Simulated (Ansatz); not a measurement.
Born–Oppenheimer molecular dynamics of a periodic cell of 15 atoms, H3ClO (contents 3 HCl + 3 H2O, density as packed 1.40 g/cm³ with natural masses). It goes on from the last frame of an earlier run, with new velocities.

Level of theory: DFT PBE-D3(BJ), scalar-relativistic, plane waves, PAW in Ansatz. Settings: accuracy low, cutoff 420 eV, k mesh 1x1x1, fermi-dirac smearing 0.05 eV, no spin polarisation.

* ensemble: NVE (velocity Verlet)
* time step: 0.75 fs
* steps asked: 400
* starting velocities drawn for: 700 K
* seed: 51433

Frames 7.5 fs apart, positions in Å.

Velocities at 82.5 fs (Å/ps):

```
Cl -0.12 -5.47 0.66
H 32.73 8.37 2.82
Cl -1.30 -6.08 -0.53
H -5.07 18.24 -2.91
Cl -1.94 4.59 -1.63
H -14.60 -7.92 -53.53
O 4.11 8.18 2.13
H -14.25 14.64 27.79
H -35.13 -33.29 -27.78
O 6.95 -4.73 1.60
H 12.21 9.28 11.12
H 19.11 -24.85 -6.67
O 0.22 11.42 4.53
H -20.45 6.39 -12.70
H -35.30 17.95 -16.66
```

```xyz
15
Lattice="5.7929 0.0000 0.0000 0.0000 5.7929 0.0000 0.0000 0.0000 5.7929" Properties=species:S:1:pos:R:3 time_fs=82.5 energy_less_start_eV=0.167 T=612
Cl 1.252 5.072 5.039
H 0.131 5.036 4.336
Cl 4.922 0.150 2.515
H 6.153 1.295 0.170
Cl 3.363 1.875 4.662
H 4.183 1.235 3.317
O 0.824 2.195 0.415
H 0.672 2.584 1.518
H 1.795 2.089 0.310
O 6.542 2.985 2.567
H 6.836 2.370 3.191
H 7.094 3.698 2.555
O 3.049 3.196 1.557
H 3.682 2.970 0.801
H 3.532 3.680 2.252
15
Lattice="5.7929 0.0000 0.0000 0.0000 5.7929 0.0000 0.0000 0.0000 5.7929" Properties=species:S:1:pos:R:3 time_fs=90.0 energy_less_start_eV=-0.142 T=775
Cl 1.255 5.031 5.046
H 0.196 5.131 4.224
Cl 4.910 0.108 2.511
H 6.039 1.441 0.182
Cl 3.350 1.909 4.646
H 4.112 1.004 3.022
O 0.834 2.241 0.415
H 0.701 2.505 1.555
H 1.776 1.880 0.044
O 6.574 2.965 2.618
H 6.994 2.365 3.274
H 7.329 3.589 2.476
O 3.044 3.278 1.583
H 3.561 3.127 0.745
H 3.547 3.919 2.183
15
Lattice="5.7929 0.0000 0.0000 0.0000 5.7929 0.0000 0.0000 0.0000 5.7929" Properties=species:S:1:pos:R:3 time_fs=97.5 energy_less_start_eV=0.011 T=695
Cl 1.256 4.992 5.050
H 0.354 5.235 4.198
Cl 4.901 0.061 2.498
H 5.871 1.684 0.230
Cl 3.336 1.943 4.625
H 3.897 0.907 3.109
O 0.833 2.234 0.379
H 0.944 2.297 1.452
H 1.665 2.000 -0.133
O 6.599 2.967 2.726
H 7.126 2.318 3.344
H 7.508 3.395 2.229
O 3.057 3.380 1.616
H 3.361 3.346 0.706
H 3.733 4.061 1.957
15
Lattice="5.7929 0.0000 0.0000 0.0000 5.7929 0.0000 0.0000 0.0000 5.7929" Properties=species:S:1:pos:R:3 time_fs=105.0 energy_less_start_eV=-0.072 T=739
Cl 1.260 4.957 5.055
H 0.414 5.348 4.034
Cl 4.883 0.019 2.486
H 5.790 1.832 0.144
Cl 3.319 1.975 4.601
H 4.025 0.714 3.328
O 0.814 2.210 0.355
H 0.899 2.251 1.371
H 1.612 1.997 -0.316
O 6.664 2.955 2.809
H 7.143 2.392 3.518
H 7.425 3.346 2.369
O 3.105 3.504 1.628
H 2.995 3.445 0.695
H 3.746 4.157 1.914
15
Lattice="5.7929 0.0000 0.0000 0.0000 5.7929 0.0000 0.0000 0.0000 5.7929" Properties=species:S:1:pos:R:3 time_fs=112.5 energy_less_start_eV=-0.043 T=719
Cl 1.259 4.930 5.055
H 0.636 5.300 4.027
Cl 4.864 -0.018 2.476
H 5.689 1.926 -0.049
Cl 3.299 2.002 4.576
H 4.274 0.583 3.581
O 0.780 2.176 0.335
H 0.813 2.278 1.468
H 1.639 1.855 -0.184
O 6.727 2.928 2.870
H 7.194 2.503 3.599
H 7.533 3.479 2.631
O 3.141 3.615 1.637
H 2.883 3.689 0.681
H 3.759 4.331 1.751
15
Lattice="5.7929 0.0000 0.0000 0.0000 5.7929 0.0000 0.0000 0.0000 5.7929" Properties=species:S:1:pos:R:3 time_fs=120.0 energy_less_start_eV=0.519 T=417
Cl 1.261 4.909 5.058
H 0.740 5.238 3.842
Cl 4.853 -0.044 2.477
H 5.648 2.014 -0.181
Cl 3.282 2.023 4.553
H 4.354 0.586 3.599
O 0.743 2.134 0.367
H 0.743 2.360 1.359
H 1.578 1.757 0.063
O 6.794 2.899 2.899
H 7.226 2.396 3.552
H 7.574 3.609 2.676
O 3.165 3.724 1.631
H 2.871 3.854 0.649
H 3.759 4.494 1.718
15
Lattice="5.7929 0.0000 0.0000 0.0000 5.7929 0.0000 0.0000 0.0000 5.7929" Properties=species:S:1:pos:R:3 time_fs=127.5 energy_less_start_eV=0.085 T=651
Cl 1.261 4.897 5.058
H 0.867 5.067 3.833
Cl 4.858 -0.054 2.490
H 5.657 2.040 -0.137
Cl 3.272 2.034 4.536
H 4.198 0.743 3.416
O 0.697 2.094 0.429
H 0.611 2.449 1.497
H 1.579 1.666 0.034
O 6.843 2.880 2.894
H 7.408 2.179 3.398
H 7.611 3.458 2.535
O 3.169 3.826 1.596
H 2.893 3.819 0.631
H 3.722 4.597 1.887
15
Lattice="5.7929 0.0000 0.0000 0.0000 5.7929 0.0000 0.0000 0.0000 5.7929" Properties=species:S:1:pos:R:3 time_fs=135.0 energy_less_start_eV=-0.117 T=763
Cl 1.262 4.892 5.060
H 0.893 4.890 3.841
Cl 4.877 -0.045 2.513
H 5.664 2.016 -0.004
Cl 3.271 2.034 4.522
H 3.971 0.990 3.296
O 0.644 2.055 0.520
H 0.790 2.374 1.770
H 1.440 1.781 -0.057
O 6.879 2.847 2.835
H 7.556 2.098 3.167
H 7.699 3.301 2.354
O 3.134 3.882 1.558
H 3.111 3.939 0.603
H 3.588 4.731 1.852
15
Lattice="5.7929 0.0000 0.0000 0.0000 5.7929 0.0000 0.0000 0.0000 5.7929" Properties=species:S:1:pos:R:3 time_fs=142.5 energy_less_start_eV=-0.327 T=882
Cl 1.266 4.891 5.065
H 0.800 4.696 3.802
Cl 4.894 -0.010 2.549
H 5.565 1.976 0.198
Cl 3.278 2.023 4.500
H 4.071 1.010 3.285
O 0.593 2.009 0.612
H 0.699 2.228 1.935
H 1.259 1.946 -0.058
O 6.959 2.795 2.727
H 7.446 2.214 3.343
H 7.696 3.489 2.200
O 3.072 3.915 1.509
H 3.243 3.986 0.596
H 3.449 4.747 1.869
15
Lattice="5.7929 0.0000 0.0000 0.0000 5.7929 0.0000 0.0000 0.0000 5.7929" Properties=species:S:1:pos:R:3 time_fs=150.0 energy_less_start_eV=-0.339 T=883
Cl 1.268 4.893 5.064
H 0.708 4.540 3.994
Cl 4.910 0.041 2.593
H 5.387 1.880 0.345
Cl 3.291 2.007 4.476
H 4.324 0.878 3.450
O 0.517 1.948 0.672
H 0.761 2.210 1.834
H 1.188 2.076 0.006
O 7.043 2.766 2.639
H 7.466 2.548 3.489
H 7.700 3.254 2.129
O 3.000 3.946 1.459
H 3.196 3.907 0.519
H 3.414 4.665 1.949
15
Lattice="5.7929 0.0000 0.0000 0.0000 5.7929 0.0000 0.0000 0.0000 5.7929" Properties=species:S:1:pos:R:3 time_fs=157.5 energy_less_start_eV=0.030 T=685
Cl 1.270 4.895 5.064
H 0.549 4.404 4.062
Cl 4.932 0.090 2.636
H 5.252 1.792 0.311
Cl 3.308 1.993 4.464
H 4.336 0.886 3.748
O 0.420 1.863 0.695
H 0.883 2.054 1.863
H 1.068 2.178 -0.006
O 7.099 2.768 2.601
H 7.610 2.568 3.457
H 8.053 3.204 1.960
O 2.928 3.969 1.407
H 3.196 3.909 0.426
H 3.563 4.627 1.866
15
Lattice="5.7929 0.0000 0.0000 0.0000 5.7929 0.0000 0.0000 0.0000 5.7929" Properties=species:S:1:pos:R:3 time_fs=165.0 energy_less_start_eV=-0.077 T=748
Cl 1.268 4.894 5.059
H 0.473 4.392 4.139
Cl 4.953 0.136 2.685
H 5.159 1.716 0.278
Cl 3.332 1.980 4.467
H 4.180 0.852 3.712
O 0.317 1.761 0.671
H 0.881 2.106 2.213
H 0.812 2.229 -0.090
O 7.167 2.787 2.586
H 7.676 2.157 3.280
H 7.915 3.267 2.034
O 2.905 4.022 1.338
H 3.155 3.773 0.371
H 3.655 4.474 1.807
```

Of the whole run (300 fs, mean temperature of the second half 779 K): The conserved energy stayed within 1 meV per atom of its start (net change 0.5 meV per atom), so the integration is sound. A run of 0.3 ps of so small a system gives no equilibrium averages. Limits of this set-up: coarse k mesh, low accuracy level.

Time of the run: 5.3 min on 1 thread of Arm Neoverse V1 (shared host), peak memory 0.3 GiB.
